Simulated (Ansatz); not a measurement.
System: sum formula SiHCl2, net charge 0, doublet state. It need not be the lowest isomer of its formula. 
Coordinates optimised at B3LYP-D3(BJ)/def2-TZVP (Ansatz, a program for electronic structure):
```xyz
4

Cl    -0.0444    -1.6964     0.3495
Si    -0.5203     0.0665    -0.6084
Cl     0.4756     1.6440     0.2700
H     -0.0476    -0.0405    -2.0131
```
Charge 0, spin multiplicity 2.

Quantity: vertical electron affinity (to the singlet state of charge -1; a negative value means that the extra electron is unbound and the number depends on the basis; each state is the SCF solution reached for its spin), in eV. Valence correlation only, unless marked. UHF or UKS for open shells. No spin-orbit coupling. Non-relativistic. Anions need diffuse functions: aug- sets have them; def2-D sets add few. CBS(X,Y): correlation extrapolated as X^-3; Hartree-Fock from the larger set. The bracket is a focal-point correction in the basis named.

RI-MP2/CBS(aug-cc-pV(T+d)Z,aug-cc-pV(Q+d)Z)+[CCSD(T)-MP2]/aug-cc-pV(T+d)Z (Ansatz) gives 1.61 eV.

Problem. Another calculation gave 1.40 eV. Which level was it?
A. r2SCAN/def2-TZVPD (Ansatz)
B. wB97M-V/def2-TZVPD (Ansatz)
C. PBE0/def2-TZVPD (Ansatz)

Solution. C, PBE0/def2-TZVPD (Ansatz). The others give 1.55 (wB97M-V), 1.29 (r2SCAN) eV.
